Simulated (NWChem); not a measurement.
System: CH$_{5}$ClO$_{2}$Si; SMILES O[Si](Cl)(O)C

```xyz
10

C      1.6904     1.0797    -0.2610
Si    -0.0152     0.4140    -0.0322
O     -1.0768     0.8293    -1.2324
O     -0.5832     0.9824     1.4046
Cl     0.0542    -1.6698    -0.0201
H      1.6614     2.1788    -0.3136
H      2.3319     0.7895     0.5842
H      2.1413     0.6964    -1.1880
H     -1.2824     0.1522    -1.8829
H     -1.5142     0.8286     1.5920
```
Atoms are numbered in this order, from 1.

Level: PBE0/def2-SVP (NWChem), optimised geometry, unscaled harmonic frequencies. 

Q: List the harmonic frequencies with IR intensities, and the thermochemistry.

A: 
```csv
frequency (cm⁻¹),IR intensity (km/mol)
104,72.0
133,4.0
182,26.4
211,16.3
246,25.7
266,30.8
305,50.0
361,55.4
513,84.6
716,46.4
758,69.2
775,31.2
814,167.9
840,273.0
925,142.6
981,170.7
1277,45.4
1421,4.8
1424,4.2
3070,0.1
3178,0.5
3183,0.5
3931,116.3
3945,118.0
```

```
Property                                                                            Value
-----------------------------------------------------------------------  ----------------
zero-point energy                                                           42.2 kcal/mol
thermal correction to the enthalpy at 298.15 K (with zero-point energy)     47.7 kcal/mol
heat capacity Cv                                                         26.1 cal/(mol K)
entropy at 298.15 K and 1 atm (symmetry number 1)                        85.8 cal/(mol K)
dipole moment                                                                      1.06 D
```

Rigid rotor and harmonic oscillator.
